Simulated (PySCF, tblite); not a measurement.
Species: C4H7NSi2.
Cartesian coordinates in Å at the GFN2-xTB level; atoms count from 1:
```
atom  x, y, z in Å
C1     4.3792   -0.6131    0.3068
C2     3.2930   -0.2032   -0.0182
C3     2.0713    0.2624   -0.3860
C4     0.9875    0.6885   -0.7310
Si5   -0.6911    1.2941   -1.2113
Si6   -2.3332    0.1557   -0.0604
N7    -1.9201    0.2759    1.6098
H8     5.3257   -0.9678    0.5851
H9    -0.6464    2.7448   -0.9730
H10   -0.7635    1.0972   -2.6684
H11   -3.6610    0.7759   -0.1341
H12   -2.5000   -1.2318   -0.5408
H13   -0.9768    0.0739    1.8990
H14   -2.5653   -0.0728    2.3003
```

The calculation used B3LYP/def2-SVPD in PySCF (dipole) on a GFN2-xTB geometry, gas phase.

Take the most abundant isotopes and a rigid rotor. The values belong to one conformer with, in the numbering `[CH:1]#[C:2][C:3]#[C:4][SiH2:5][SiH2:6][NH2:7]`, C4–Si5–Si6–N7 53°, Si5–Si6–N7–H -48° and 173°.

(1) What are A, B and C (MHz)?

(2) Classify the top.

(3) What does the inertial defect say?

(4) Give the other two planar moments, Paa and Pbb, and the rms extents of the mass along the axes.

(5) Where do the levels up to J = 2 lie, in K?

(6) Predict some low-J microwave lines.

Answers

(1) Ia = 143.66, Ib = 724.44, Ic = 832.64 u·Å²; 505379 MHz·u·Å²/I gives A = 3518, B = 697.6, C = 607.0 MHz.

(2) A near-prolate asymmetric top. Ray's parameter κ = (2B − A − C)/(A − C) = -0.938; −1 is the prolate and +1 the oblate limit.

(3) Not planar: Δ = Ic − Ia − Ib = -35.47 u·Å². For a rigid frame Δ = −2 Σ m c², so Σ m c² = 17.73 u·Å² lies off the ab plane: 7.20 from hydrogen and 10.53 from heavier atoms. The atom farthest from that plane is 1.87 Å away.

(4) Paa = Σ m a² = (Ib + Ic − Ia)/2 = 706.71 and Pbb = Σ m b² = (Ia + Ic − Ib)/2 = 125.93 u·Å². With the mass M = 125.01 u, the rms extents √(P/M) along a, b and c are 2.38, 1.00, 0.38 Å.

(5) Above 0(0,0), as E/k:
J = 1: 1(0,1) 0.063, 1(1,1) 0.198, 1(1,0) 0.202
J = 2: 2(0,2) 0.188, 2(1,2) 0.319, 2(1,1) 0.332, 2(2,1) 0.738, 2(2,0) 0.738

(6) The dipole components are |μa| = 0.06 D, |μb| = 1.32 D, |μc| = 0.29 D. The squared components, which scale the intensities, stand as 0.00 : 1.00 : 0.05 (a : b : c). Some lines, for components of 0.1 D or more:

| type | branch | J(Ka,Kc) | MHz | lower level (cm⁻¹) |
| --- | --- | --- | --- | --- |
| b | R | 4(0,4) ← 3(1,3) | 2594 | 0.348 |
| b | Q | 2(1,1) ← 2(0,2) | 3004 | 0.130 |
| b | Q | 4(1,3) ← 4(0,4) | 3345 | 0.434 |
| c | R | 1(1,0) ← 0(0,0) | 4215 | 0.000 |
| b | R | 3(1,3) ← 2(0,2) | 6508 | 0.130 |
| c | R | 3(1,2) ← 2(0,2) | 7052 | 0.130 |
| b | Q | 4(2,2) ← 4(1,3) | 8180 | 0.546 |
| c | Q | 3(2,2) ← 3(1,2) | 8326 | 0.366 |
| b | Q | 3(2,1) ← 3(1,2) | 8337 | 0.366 |
| c | Q | 2(2,1) ← 2(1,1) | 8461 | 0.231 |
| b | Q | 3(2,2) ← 3(1,3) | 8870 | 0.348 |
| b | R | 2(2,1) ← 1(1,0) | 11161 | 0.141 |
| c | R | 2(2,1) ← 1(1,1) | 11251 | 0.138 |
| b | R | 3(2,2) ← 2(1,1) | 12374 | 0.231 |
| c | R | 3(2,1) ← 2(1,1) | 12385 | 0.231 |
| b | R | 3(3,1) ← 2(2,0) | 18241 | 0.513 |
| b | R | 3(3,0) ← 2(2,1) | 18243 | 0.513 |
| b | Q | 4(4,0) ← 4(3,1) | 20055 | 1.296 |
| b | Q | 4(4,1) ← 4(3,2) | 20055 | 1.296 |

Its lowest GFN2-xTB frequency is 8 cm⁻¹, too small to tell a flat minimum from a shallow saddle. Constants of a rigid frame at the computed geometry: no zero-point averaging, no centrifugal distortion. A rigid rotor knows nothing of inversion at nitrogen, which can split or shift real lines. Quadrupole hyperfine structure (14N) is left out.
